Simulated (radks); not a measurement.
Spherical quantum dot in the effective-mass picture: electrons in a well V = -V0 / (1 + exp((r - R)/a)) with V0 = 18.3, R = 3.46, a = 0.29, all in effective atomic units (hartree* = m*/eps^2 hartree, bohr* = eps/m* bohr), one dielectric constant everywhere. Method: non-relativistic Kohn-Sham, LDA (Slater exchange, Perdew-Wang correlation), spin-polarised, spherical densities; computed with a radial shooting solver with Libxc functionals. Levels are named by radial order and angular momentum (1s, 1p, 1d, 2s, ...), and open shells are averaged over m.

N = 11, configuration 1s2 1p6 1d(up 3, down 0). This is the lowest configuration that the search found. Occupied and some empty levels:

level,occupation,eigenvalue (hartree*),<r> (bohr*)
1s up,1,-13.100,1.874
1s down,1,-13.040,1.861
1p up,3,-12.740,2.057
1p down,3,-12.674,2.053
1d up,3,-12.204,2.194
1d down,0,-12.135,2.193
2s up,0,-11.586,1.593
2s down,0,-11.551,1.596
1f up,0,-11.524,2.304
1f down,0,-11.455,2.305
2p up,0,-10.746,1.835
2p down,0,-10.703,1.834

Energy (hartree*): total -164.195, kinetic 9.8779, external -196.11, Hartree 26.611, exchange-correlation -4.5736.
